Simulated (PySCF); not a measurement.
# Working with the constants of InSi⁺

UHF-CCSD(T) constants of InSi⁺, ³Π (triplet), unpaired electrons σ ↑, π ↑ (PySCF, spin-free X2C with a Gaussian nucleus, basis sets In x2c-SVPall, Si x2c-SVPall; masses 114.9039 and 27.9769 u):

```
ωe             : 111.0 cm⁻¹
ωexe           : 0.665 cm⁻¹
Be             : 0.073622 cm⁻¹
αe             : 0.000727 cm⁻¹
De to In⁺ + Si : 0.55 eV
```

(1) What force constant and bond length do these constants imply?

(2) Estimate the centrifugal constant D from the Kratzer relation and find the Dunham coefficient a1.

Correlated steps freeze 23 core orbitals. Correlated levels converge slowly with the basis: in double zeta they bind strong bonds too weakly, by up to about 1 eV, and carry superposition errors of some tenths. These are scalar-relativistic numbers at best; spin–orbit coupling would shift them, the dissociation energy most. For an ion De counts to the pair picked by the measured ionisation energies or electron affinities, which need not be the lowest pair at this level. The state was picked by a PBE0 search and need not be the measured ground state.

## Answers

(1) Reduced mass μred = 22.499 u; k = 5.8918×10⁻⁷·μred·ωe² (u, cm⁻¹, mdyn/Å) = 0.163 mdyn/Å; Re = √(16.8576/(μred·Be)) (u, cm⁻¹, Å) = 3.190 Å.

(2) D = 4Be³/ωe² = 1.3e-07 cm⁻¹; a1 = −1 − αeωe/(6Be²) = -3.48.
